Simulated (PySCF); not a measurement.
Estimate the missing entries of this data sheet.

Compound: (LiH)4 cube, Li4H4.
Hydrogens: H2, H4, H6 on Li1; H2, H4, H8 on Li3; H4, H6, H8 on Li5; H2, H6, H8 on Li7.

| property | level | value |
| --- | --- | --- |
| point group | PBE0-D3(BJ)/def2-SVP | Td |
| rotational constants A, B, C | PBE0-D3(BJ)/def2-SVP | 9.934, 9.929, 9.927 GHz |
| dipole moment | CAM-B3LYP/def2-SVPD | 0.00 D by symmetry (numerical residue 0.03 D) |
| HOMO energy | CAM-B3LYP/def2-SVPD | -7.77 eV |
| LUMO energy | CAM-B3LYP/def2-SVPD | ? |
| lowest singlet excitation | TDDFT CAM-B3LYP/def2-SVPD | 5.19 eV (239 nm, f = 0.235 summed over 3 states within 0.01 eV) |
| lowest triplet excitation (Tamm–Dancoff) | TDA CAM-B3LYP/def2-SVPD | 4.93 eV |
| static isotropic polarisability | CAM-B3LYP/def2-SVPD | 63.2 au |
| vertical ionisation energy | ΔSCF CAM-B3LYP/def2-SVPD | ? |
| electronic spatial extent ⟨r²⟩ about the centre of nuclear charge | CAM-B3LYP/def2-SVPD | 178 bohr² |
| 1H chemical shifts (computed TMS as zero) by class | GIAO PBE0/pcSseg-1 | ? |
| isotropic shieldings of nuclei other than C and H, by class | GIAO PBE0/pcSseg-1 | ? |
| largest of the computed one-bond spin–spin couplings (means over like bonds) | B3LYP/pcJ-1 | 7Li–1H +28.5 (Li1–H2 and 11 like it) Hz |
| core binding energies | ΔSCF SCAN, pcX-2 on the ionised atom, pcseg-1 elsewhere, spin-free X2C | Li1s 61.3 (Li1/Li3/Li5/Li7) eV |

The electronic properties come from PySCF, for the isolated species, density fitting. Isolated species at its PBE0-D3(BJ)/def2-SVP geometry, gas phase.

What are the isotropic shieldings of nuclei other than C and H, by class?

88 (Li1/Li3/Li5/Li7) ppm.

The LUMO energy?

0.06 eV.

Give the vertical ionisation energy.

8.75 eV.

Give the 1H chemical shifts (computed TMS as zero) by class.

3.25 (H2/H4/H6/H8) ppm.

The rotational constants are those of a spherical top; the small spread among constants that symmetry makes equal is optimisation noise. The principal polarisabilities are 63.2, 63.2 and 63.2 au; their mean is the isotropic value. With B = h/(8π²I), that is 505.379 GHz u Å² over I, the principal moments of inertia are 50.9, 50.9 and 50.9 u Å² (most abundant isotopes). Point group Td forbids a permanent dipole, so the rigid molecule has no electric-dipole pure rotational spectrum. The 10 singlets span 5.19 to 6.13 eV, and their oscillator strengths add up to 0.43.
